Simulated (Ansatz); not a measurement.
`[SiH3][SiH]1[CH2][AlH]1` + `O[SiH2][SiH3]` → `[SiH3]O[SiH2][SiH3]` + `[CH2]1[AlH][SiH2]1` at 400 K and 1 bar (cleavage of the Si–Si bond).

Computed with Ansatz on PBE0-D4/def2-TZVP structures; ΔE is electronic, products minus reactants. CCSD(T)/CBS adds triple-zeta CCSD(T) − MP2 to the extrapolated MP2 energy (def2 sets, frozen cores). One conformer a species, not always the lowest.

| species | CCSD(T)/CBS energy (Eh) | H − E (kJ/mol) | S (J/(mol·K)) |
| --- | --- | --- | --- |
| `[SiH3][SiH]1[CH2][AlH]1` | -862.37337 | 208.3 | 404.2 |
| `O[SiH2][SiH3]` | -656.96789 | 175.5 | 352.4 |
| `[SiH3]O[SiH2][SiH3]` | -947.28799 | 227.4 | 435.6 |
| `[CH2]1[AlH][SiH2]1` | -572.08710 | 151.2 | 330.2 |

H − E and S are ideal-gas, rigid-rotor, harmonic terms from PBE0-D4/def2-TZVP, for one conformer and one mirror image of each species. 1 Eh = 2625.50 kJ/mol, R = 8.31446 J/(mol·K).

Task: By hand: ΔE, ΔH, ΔS and ΔG.

Result: ΔE = (-947.28799) + (-572.08710) − (-862.37337) − (-656.96789) = -0.03383 Eh = -88.8 kJ/mol. Δ(H − E) = 227.4 + 151.2 − 208.3 − 175.5 = -5.2, so ΔH = -94.0 kJ/mol. ΔS = 435.6 + 330.2 − 404.2 − 352.4 = 9.2 J/(mol·K). ΔG = -94.0 − 400 × (9.2)/1000 = -97.7 kJ/mol.

Task: By hand: the equilibrium constant, and the temperature at which ΔG would vanish if ΔH and ΔS stayed fixed.

Result: log₁₀ K = −ΔG/(RT ln 10) = 12.8. ΔH and −TΔS have one sign here, so there is no such temperature.

The number of gas molecules stays the same, so ΔS is small and ΔH decides. A doubt of 5 kJ/mol in ΔE shifts log₁₀ K by 0.7 here. Other conformers and mirror images would add mixing entropy, several J/(mol·K) or more a flexible species. Modes under 60 cm⁻¹, often nearly free rotors, make the harmonic entropy too high. These are equilibria of isolated gas molecules and say nothing of rates. Largest T1 diagnostic: 0.014 (customary marks: 0.02 for closed shells, 0.045 for open ones).

ΔS is within the doubt of such terms, so its sign, and with it that verdict, could turn.
